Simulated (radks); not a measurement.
Mn5+, 20 electrons, occupied as [Ar] 3d2 (the NIST ground configuration). All-electron calculation, scalar-relativistic Kohn-Sham, SCAN, spin-unpolarised, spherical densities, finite nucleus; meta-GGA in the generalised Kohn-Sham scheme; Fermi nuclear charge, rms radius 3.7057 fm. Program: a radial shooting solver on a logarithmic mesh with Libxc functionals.

Radial electron density D(r) = 4 pi r^2 rho(r):

r (bohr),D(r) (e/bohr)
0.006531,4.381
0.007306,5.253
0.008237,6.349
0.009213,7.537
0.01039,9.000
0.01171,10.67
0.0131,12.41
0.01477,14.46
0.01665,16.67
0.01863,18.84
0.021,21.22
0.02368,23.54
0.02649,25.57
0.02986,27.46
0.03367,28.93
0.03766,29.80
0.04246,30.12
0.04788,29.76
0.05355,28.87
0.06038,27.47
0.06808,25.87
0.07614,24.50
0.08585,23.52
0.09603,23.35
0.1083,24.13
0.1221,25.89
0.1365,28.14
0.154,30.70
0.1736,32.68
0.1942,33.38
0.2189,32.41
0.2468,29.57
0.2761,25.56
0.3113,20.58
0.3509,15.93
0.3925,12.72
0.4426,11.01
0.499,11.03
0.5582,12.05
0.6293,13.32
0.7096,13.90
0.7936,13.37
0.8948,11.66
1.001,9.336
1.128,6.634
1.272,4.217
1.423,2.491
1.605,1.263
1.809,0.5653
2.024,0.2385
2.282,0.08356
2.572,0.02563
2.877,0.007475
3.244,0.001707

D(r) has 3 maxima, at r = 0.0425, 0.194, 0.710 bohr, and minima at 0.0930, 0.468 bohr, inside which lie 2.12, 10.51 electrons.
